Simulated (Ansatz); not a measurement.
Consider the formal exchange of groups at the Se–B bond: `B[Se][GeH3]` + SiH₄ → `[SiH3][Se][GeH3]` + BH₃.

Program: Ansatz. Geometries: PBE0-D4/def2-TZVP. ΔE: electronic, gas phase. CBS: MP2 limit from def2 TZ/QZ plus the TZ coupled-cluster correction, frozen cores. This one scheme is used for every species. DFT in def2-TZVPP. B3LYP here is the variant with VWN-RPA as its local correlation; programs differ in this. For Ge, Se outer-core shells are correlated without core-valence functions, which leaves a few kJ/mol of doubt a bond. Scalar relativity is left out up to krypton.

Q: Is it downhill or uphill in electronic energy at CCSD(T)/CBS, and by how much? (Estimate.)

A: Ansatz gave: Uphill: ΔE = +31.4 kJ/mol.

Q: What do these levels give: PBE-D4, BLYP-D4, PBE0-D4, B3LYP-D4, BHLYP-D4, ωB97X-V, ωB97M-V, revPBE, r2SCANh, CCSD/def2-TZVPP, MP2/def2-QZVPP, SCS-MP2/def2-QZVPP? (Best estimate.)

A: The calculation gave: PBE-D4 42.0, BLYP-D4 38.9, PBE0-D4 34.4, B3LYP-D4 33.5, BHLYP-D4 25.0, ωB97X-V 30.2, ωB97M-V 30.8, revPBE 42.6, r2SCANh 36.2, CCSD/def2-TZVPP 33.8, MP2/def2-QZVPP 29.1, SCS-MP2/def2-QZVPP 27.8 kJ/mol.

Largest T1 diagnostic among the species: 0.013.

From BLYP to BHLYP (50 % exact exchange), in def2-TZVPP and without D4, ΔE moves by −13.4 kJ/mol. In def2-TZVPP, CCSD(T) changes the Hartree–Fock value by +17.1 kJ/mol (the triples alone add +2.9 kJ/mol) and MP2 by +12.9 kJ/mol.
